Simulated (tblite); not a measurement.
C4H3F4S (doublet state).
Geometry (GFN2-xTB, Å), atoms numbered from 1 in this order:
```xyz
12
C4H3F4S angstrom
F      2.0806    1.3349    0.3313
C      1.9734    0.0371   -0.0727
C      0.5366   -0.4064   -0.1535
S      0.3178   -2.0314   -0.6627
C     -0.4692    0.4307    0.1567
C     -1.9120    0.0462    0.0921
F     -2.7005    1.0680    0.4441
F     -2.2211   -0.9755    0.9105
F     -2.3005   -0.3296   -1.1398
H      2.4510   -0.0409   -1.0563
H      2.5206   -0.5781    0.6510
H     -0.2756    1.4443    0.4732
```

Level: GFN2-xTB in tblite, geometry and Hessian alike; calculated harmonic values, unscaled, isolated species. Errors from tens to a few hundred cm⁻¹ against measured bands are possible. One conformer, not necessarily the lowest. Open shells enter through the occupations alone, without spin polarisation, and single modes of such species can be off by tens of per cent.

Harmonic wavenumbers (cm⁻¹): 30.4, 70.2, 107.7, 119.2, 181.0, 256.6, 350.9, 377.7, 425.7, 444.0, 489.4, 512.1, 631.0, 738.5, 741.2, 867.1, 942.1, 1007.5, 1031.6, 1065.6, 1096.2, 1175.6, 1195.1, 1239.7, 1304.6, 1406.5, 1564.7, 2928.9, 2940.0, 3097.5.

A = 1910, B = 949.4, C = 716.0 MHz; mass 158.989 u (most abundant isotopes); point group Cs, symmetry number 1; spin multiplicity 2.

Q: What is the zero-point energy?

A: Half the sum of the wavenumbers: 14169 cm⁻¹ = 40.51 kcal/mol.

Q: What is S at 298.15 K and 1 bar for an ideal gas of classical rigid rotors and harmonic oscillators?

A: Translation 41.13, rotation 29.89, vibration 27.27, spin (R ln 2) 1.38: S = 99.7 cal/(mol K).

Q: And Cp and H(298.15 K) − H(0)?

A: Cp = 33.47 cal/(mol K), of which vibrations give 25.52 (their classical limit is 30 R = 59.6); H(298.15 K) − H(0) = 6.44 kcal/mol without the zero-point energy, 4.07 from vibrations.

Q: Blend soft modes into free rotors: weight 1/[1 + (100 cm⁻¹/ν̃)⁴] for the oscillator and the rest for a rotor with moment μB/(μ + B), μ = h/(8π²ν), B = 10⁻⁴⁴ kg m². What vibrational entropy results?

A: 24.41 cal/(mol K) in place of 27.27, which changes −T·S at 298.15 K by +0.85 kcal/mol.

Q: What must be added to the electronic energy to get the Gibbs energy at 298.15 K and 1 bar?

A: ZPE + [H(298.15 K) − H(0)] − T·S = 40.51 + 6.44 − 29.72 = 17.23 kcal/mol.

Q: Which modes carry the vibrational entropy at 298.15 K?

A: 30.4 cm⁻¹: 5.80; 70.2 cm⁻¹: 4.15; 107.7 cm⁻¹: 3.31; 119.2 cm⁻¹: 3.11; 181.0 cm⁻¹: 2.32; 256.6 cm⁻¹: 1.68 cal/(mol K); the other 24 give 6.90 together.

Q: How do the functions run with temperature in this model?

A: 
```tsv
T (K)	S (cal/(mol K))	Cp (cal/(mol K))	H − H(0) (kcal/mol)	G − H(0) (kcal/mol)	ln q(vib)
150	80.9	22.1	2.30	-9.83	3.31
250	94.1	30.0	4.91	-18.61	5.73
400	110.4	39.9	10.19	-33.98	9.15
600	128.4	48.7	19.13	-57.94	13.36
900	149.7	55.8	34.93	-99.80	18.95
```

q(vib) and H(0) count from the zero-point level.

Hindered rotation and anharmonicity are outside this model. Other conformers, if any are populated, would add a mixing term that is left out.
